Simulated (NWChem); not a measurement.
System: ZrIF3; SMILES [F][Zr]([F])([I])[F]

```xyz
5

Zr     0.0000     0.0000     1.0070
F     -0.7127     1.6406     1.6508
F      1.7771    -0.2031     1.6508
F     -1.0645    -1.4375     1.6508
I      0.0000     0.0000    -1.7183
```
Atoms are numbered in this order, from 1.

Level: PBE-D3(BJ)/def2-SVP with def2 effective core potentials on Zr, I (NWChem), optimised geometry, unscaled harmonic frequencies. def2 effective core potentials on Zr, I; no spin-orbit coupling.

Q: List the harmonic frequencies with IR intensities, and the thermochemistry.

A: 
| frequency (cm⁻¹) | IR intensity (km/mol) |
|---|---|
| 104 | 2.9 |
| 104 | 2.9 |
| 137 | 3.1 |
| 158 | 8.9 |
| 158 | 8.9 |
| 253 | 49.0 |
| 671 | 106.3 |
| 693 | 128.9 |
| 693 | 128.9 |

```yaml
zero_point_energy: 4.2 kcal/mol
thermal correction to the enthalpy at 298.15 K (with zero-point energy): 9.3 kcal/mol
heat capacity Cv: 19.9 cal/(mol K)
entropy at 298.15 K and 1 atm (symmetry number 3): 87.7 cal/(mol K)
```

Rigid rotor and harmonic oscillator.
